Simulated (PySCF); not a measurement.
## PySCF run on GaI

Input:

```python
from pyscf import gto, scf, tdscf

mol = gto.M(
    atom='Ga 0 0 0; I 0 0 2.515',
    basis='def2-svp',
    ecp={'I': 'def2-svp'},
    charge=0,
    spin=0,
    verbose=4,
)
mf = scf.UHF(mol)
mf.kernel()
td = tdscf.TDA(mf)
td.nstates = 3
td.kernel()
td.analyze(verbose=3)
mf.dip_moment()
print('orbital energies (hartree):', [e[max(0, n-3):n+3].round(4) for e, n in zip(mf.mo_energy, mol.nelec)])
```

```bash
$ OMP_NUM_THREADS=1 python input.py
```

Output (some set-up lines and the per-cycle HOMO/LUMO lines with their warnings removed):

```
PySCF version 2.14.0

[INPUT] Symbol           X                Y                Z      unit          X                Y                Z       unit  Magmom
[INPUT]  1 Ga     0.000000000000   0.000000000000   0.000000000000 AA    0.000000000000   0.000000000000   0.000000000000 Bohr   0.0
[INPUT]  2 I      0.000000000000   0.000000000000   2.515000000000 AA    0.000000000000   0.000000000000   4.752661203281 Bohr   0.0

nuclear repulsion = 163.066536168191
number of shells = 22
number of NR pGTOs = 135
number of NR cGTOs = 58
basis = def2-svp
ecp = {'I': 'def2-svp'}

******** <class 'pyscf.scf.uhf.UHF'> ********
method = UHF
initial guess = minao
damping factor = 0
level_shift factor = 0
DIIS = <class 'pyscf.scf.diis.CDIIS'>
SCF conv_tol = 1e-09
SCF max_cycles = 50
number electrons alpha = 28  beta = 28
init E= -2187.258901473
cycle= 1 E= -2218.54234908073  delta_E= -31.3  |g|= 1.59  |ddm|= 5.43
cycle= 2 E= -2218.21300407398  delta_E= 0.329  |g|= 1.39  |ddm|= 4.16
cycle= 3 E= -2219.63528644687  delta_E= -1.42  |g|= 0.297  |ddm|= 2.24
cycle= 4 E= -2219.71467354969  delta_E= -0.0794  |g|= 0.0812  |ddm|= 0.66
cycle= 5 E= -2219.71958980955  delta_E= -0.00492  |g|= 0.0318  |ddm|= 0.169
cycle= 6 E= -2219.72051259649  delta_E= -0.000923  |g|= 0.00884  |ddm|= 0.0722
cycle= 7 E= -2219.7206805813  delta_E= -0.000168  |g|= 0.00294  |ddm|= 0.0334
cycle= 8 E= -2219.72070423548  delta_E= -2.37e-05  |g|= 0.000944  |ddm|= 0.013
cycle= 9 E= -2219.72070667478  delta_E= -2.44e-06  |g|= 0.000189  |ddm|= 0.00422
cycle= 10 E= -2219.72070675859  delta_E= -8.38e-08  |g|= 2.88e-05  |ddm|= 0.000838
cycle= 11 E= -2219.72070675985  delta_E= -1.26e-09  |g|= 5.33e-06  |ddm|= 0.000102
cycle= 12 E= -2219.7207067599  delta_E= -4.91e-11  |g|= 1.45e-06  |ddm|= 2.07e-05
Extra cycle  E= -2219.7207067599  delta_E= -2.27e-12  |g|= 9.42e-07  |ddm|= 4.82e-06
converged SCF energy = -2219.7207067599  <S^2> = 6.530243e-11  2S+1 = 1

******** <class 'pyscf.tdscf.uhf.TDA'> for <class 'pyscf.scf.uhf.UHF'> ********
nstates = 3
deg_eia_thresh = 1.000e-03
wfnsym = None
conv_tol = 1e-05
eigh lindep = 1e-12
eigh level_shift = 0
eigh max_cycle = 100

Excitation energies (eV)
[2.46594984 2.46594984 4.33670526]

** Excitation energies and oscillator strengths **
Excited State   1:      2.46595 eV    502.78 nm  f=0.0000
Excited State   2:      2.46595 eV    502.78 nm  f=0.0000
Excited State   3:      4.33671 eV    285.89 nm  f=0.1181
Dipole moment(X, Y, Z, Debye): -0.00000, -0.00000, -2.09750
orbital energies (hartree): [array([-0.3697, -0.3697, -0.3248,  0.029 ,  0.029 ,  0.1174]), array([-0.3697, -0.3697, -0.3248,  0.029 ,  0.029 ,  0.1174])]
```

In short: E(SCF) = -2219.720707 Eh, 12 cycles, μz(SCF) = -2.10 D, first excitations without spin–orbit coupling 2.47, 2.47, 4.34 eV.

It ran on Intel Xeon 6975P-C (1 thread, shared host) in 2.3 s, peak memory 0.13 GiB.

The bond length is a typed value, not an optimised one. No search for the lowest solution was made.
